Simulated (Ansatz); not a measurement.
Input for Ansatz (a first-principles code): U-PBE0/def2-TZVPP on S2 (SMILES [S][S]).

Ansatz 0.2 input:
```yaml
crystal:
  periodic: [false, false, false]
  atoms:
    - {symbol: S, position_ang: [-0.00000000, -0.00000000, -0.95178573]}
    - {symbol: S, position_ang: [0.00000000, 0.00000000, 0.95178573]}
basis:
  gaussian:
    orbitals: def2-TZVPP
hamiltonian:
  xc: {name: PBE0}
magnetization: {spin_polarized: true, initial_magnetization: 2}
```

Output:

```
WARN ansatz: RAYON_NUM_THREADS=1 ignored (pool sized by the plan → 1); use --threads N
Functional definition: PBE0
integrals: 0.02 GiB planned
630 factors; their error is unknown
mean field: 0.27 GiB planned
mean field evaluation 1: about -21663.2344 eV, gradient 5.5e0 eV
mean field evaluation 2: about -21663.3516 eV, gradient 4.5e0 eV
mean field evaluation 4: about -21663.4369 eV, gradient 2.7e-1 eV
mean field evaluation 8: about -21663.4564 eV, gradient 8.0e-4 eV
mean field -21663.45635410 eV, -796.1173369952 hartree, gradient 1.7e-5 eV, S^2 2.011301; 0 other end points of the search recorded, 0 dependent functions left out
reference -21663.45637181 eV, -796.1173376458 hartree; 17, 15 occupied and 67, 69 virtual orbitals, 630 factors
Total energy: -21663.45637181 eV, -796.1173376458 hartree
```

The run converged.

Cost: about 1.8 core-seconds (a rough figure).
